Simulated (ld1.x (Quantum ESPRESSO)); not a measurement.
Which setting gave this result? (Cl, PAW)

Base potential:

* Element: chlorine
* Generator: ld1.x (Quantum ESPRESSO) 7.5
* Type: PAW
* Functional: PW91
* Relativity: non-relativistic
* Frozen core: [Ne]
* Valence charge: 7
* Reference configuration: 3s2 3p5
* Partial waves: 3s (bound): rcut 1.25, rcutus 1.60 bohr; 3s channel at -0.1 Ry: rcut 1.25, rcutus 1.60 bohr; 3p (bound): rcut 1.30, rcutus 1.80 bohr; 3p channel at -0.3 Ry: rcut 1.30, rcutus 1.80 bohr; 3d channel at 0.4 Ry: rc 1.45 bohr
* Local potential: the d channel
* Core correction: a·sin(br)/r model core, default radius (core density twice the valence density)
* Augmentation charge: PSQ, inside the norm-conserving radii

Cutoffs, loose and tight: the cutoffs (Ry, on a coarse ladder) from which the occupation-weighted sum of valence levels, in a spherical-Bessel basis at the reference potential, stays within 10 and 1 mRy of its value at 400 Ry. They do not see the model core or the augmentation charge, which bear on the density cutoff. Test errors are all-electron minus pseudo excitation energies from the reference, over the configurations 3s2 3p4; 3s2 3p3; 3s2 3p2; 3s1 3p6; 3s2 3p1; 3s1 3p5; 3s2 3p5.3; variants that change the core or the reference have their own tests. The largest error is taken over the tests solved by every variant that gives reliable tests at all, those not shown here included: 3s2 3p2; 3s2 3p3; 3s2 3p4.

Only the p radius is moved (5 further runs of the sweep failed or gave no value and are left out):

```json
{"p radius (bohr)": "1.18", "cutoff, loose": "15 Ry", "cutoff, tight": "55 Ry", "bound ghosts": "p", "largest test error (meV)": "-23", "median size of the test errors": "1.3 meV"}
{"p radius (bohr)": "1.46", "cutoff, loose": "25 Ry", "cutoff, tight": "40 Ry", "bound ghosts": "none", "largest test error (meV)": "-21", "median size of the test errors": "0.9 meV"}
{"p radius (bohr)": "1.64", "cutoff, loose": "25 Ry", "cutoff, tight": "30 Ry", "bound ghosts": "none", "largest test error (meV)": "-19", "median size of the test errors": "0.6 meV"}
{"p radius (bohr)": "1.88", "cutoff, loose": "18 Ry", "cutoff, tight": "25 Ry", "bound ghosts": "none", "largest test error (meV)": "-15", "median size of the test errors": "0.4 meV"}
```

**Question.** One more run gave cutoff, loose: 18 Ry; cutoff, tight: 45 Ry; bound ghosts: none; largest test error (meV): -22; median size of the test errors: 1.1 meV. Which value of the p radius was used?

**Answer.** 1.32 bohr. The median size of the test errors moves one way along this sweep, from 1.3 meV at 1.18 to 0.4 meV at 1.88 bohr, which places the run between 1.18 and 1.46 bohr.
